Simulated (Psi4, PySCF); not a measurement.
Here is a job for Psi4.
```
memory 2 GB

molecule mol {
0 1
  C    -0.613811    0.098371    0.071279
  F     0.724395   -0.116093   -0.084121
  H    -0.862059   -0.060325    1.121287
  H    -0.828702    1.125010   -0.227318
  H    -1.145932   -0.610070   -0.564556
}

set basis 6-31g*
set reference rks
set scf_type pk
set puream true
set d_convergence 1e-8
set dft_radial_points 99
set dft_spherical_points 590

energy('pbe')
print_variables()
```

**Question.** Write the same job for PySCF.

**Answer.** One answer among several that fit: 
```python
from pyscf import gto, scf, dft

mol = gto.M(
    atom='''
C    -0.61381076    0.09837073    0.07127920
F     0.72439532   -0.11609326   -0.08412091
H    -0.86205911   -0.06032531    1.12128664
H    -0.82870216    1.12501025   -0.22731794
H    -1.14593208   -0.61006993   -0.56455569
''',
    basis='6-31g*',
    verbose=4,
)

mf = dft.RKS(mol)
mf.xc = 'pbe'
mf.grids.atom_grid = (99, 590)
mf.grids.prune = None
mf.kernel()
```

Both were run: Psi4 gave -139.570662 Eh and PySCF -139.570662 Eh, 0.000 mEh apart.
